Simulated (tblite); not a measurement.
C5H5F3O (charge +1 and doublet state).
SMILES with atom numbers: `[CH2+:1][C:2]=[CH:3][C@@H:4]([F:5])[O:6][CH:7]([F:8])[F:9]` (hydrogens: H10, H11 on C1; H12 on C3; H13 on C4; H14 on C7)

Computed geometry: GFN2-xTB, gas phase. This method treats the open shell by occupation alone, without spin polarisation.

Task: What internal coordinates does the optimisation give?

Result: 
```json
{"bond": "C1–C2", "length (Å)": "1.293"}
{"bond": "C2=C3", "length (Å)": "1.305"}
{"bond": "C3–C4", "length (Å)": "1.540"}
{"bond": "C4–F5", "length (Å)": "1.331"}
{"bond": "C4–O6", "length (Å)": "1.403"}
{"bond": "O6–C7", "length (Å)": "1.363"}
{"bond": "C7–F8", "length (Å)": "1.353"}
{"bond": "C7–F9", "length (Å)": "1.333"}
{"bond": "C1–H10", "length (Å)": "1.088"}
{"bond": "C1–H11", "length (Å)": "1.087"}
{"bond": "C3–H12", "length (Å)": "1.089"}
{"bond": "C4–H13", "length (Å)": "1.101"}
{"bond": "C7–H14", "length (Å)": "1.103"}
```

A selection of angles:
```json
{"angle": "C2–C1–H10", "degrees": "122.2"}
{"angle": "C2–C1–H11", "degrees": "123.5"}
{"angle": "H10–C1–H11", "degrees": "114.2"}
{"angle": "C1–C2–C3", "degrees": "178.2"}
{"angle": "C2–C3–C4", "degrees": "124.8"}
{"angle": "C2–C3–H12", "degrees": "122.8"}
{"angle": "C4–C3–H12", "degrees": "112.0"}
{"angle": "C3–C4–F5", "degrees": "109.4"}
{"angle": "C3–C4–O6", "degrees": "103.5"}
{"angle": "C3–C4–H13", "degrees": "113.3"}
{"angle": "F5–C4–O6", "degrees": "108.2"}
{"angle": "F5–C4–H13", "degrees": "108.7"}
{"angle": "O6–C4–H13", "degrees": "113.5"}
{"angle": "C4–O6–C7", "degrees": "119.2"}
{"angle": "O6–C7–F8", "degrees": "109.8"}
{"angle": "O6–C7–F9", "degrees": "112.3"}
{"angle": "O6–C7–H14", "degrees": "108.5"}
{"angle": "F8–C7–F9", "degrees": "105.8"}
{"angle": "F8–C7–H14", "degrees": "109.6"}
{"angle": "F9–C7–H14", "degrees": "110.8"}
```

Torsions: C2–C3–C4–F5 158° (antiperiplanar); C3–C4–O6–C7 101° (anticlinal); C4–O6–C7–F8 -75° (synclinal).

C3 (carbon bonded to 2 C and H) is planar (angles 124.8°, 122.8° and 112.0°, sum 359.6°, 0.05 Å off the plane of its three neighbours). C1 (carbon bonded to C and 2 H) is planar (angles 123.5°, 122.2° and 114.2°, sum 360.0°, 0.01 Å off the plane of its three neighbours). The 3 C–C bonds span 1.293 Å (C1–C2, drawn single in a drawing that doesn't fit all lengths) to 1.540 Å (C3–C4, drawn single in a drawing that doesn't fit all lengths), a spread of 0.247 Å. The 3 C–F bonds span 1.331 Å (C4–F5, drawn single in a drawing that doesn't fit all lengths) to 1.353 Å (C7–F8, drawn single in a drawing that doesn't fit all lengths), a spread of 0.022 Å. The 2 C–O bonds span 1.363 Å (O6–C7, drawn single in a drawing that doesn't fit all lengths) to 1.403 Å (C4–O6, drawn single in a drawing that doesn't fit all lengths), a spread of 0.040 Å. Of the pairs four or more bonds apart, F9···H13 is among the closest relative to their van der Waals radii: 2.31 Å, 87 % of the sum of Bondi's values. O6 (oxygen bonded to 2 C) is bent (angle 119.2°).

Point group: C1 (no symmetry element, even within 0.4 Å). Its GFN2-xTB frequencies are all real (lowest 25 cm⁻¹).

Time: 1.3 s. Hardware: one thread of an Arm Neoverse V1, no GPU (shared host). These figures are those of the optimisation.

One conformer stands for the species.
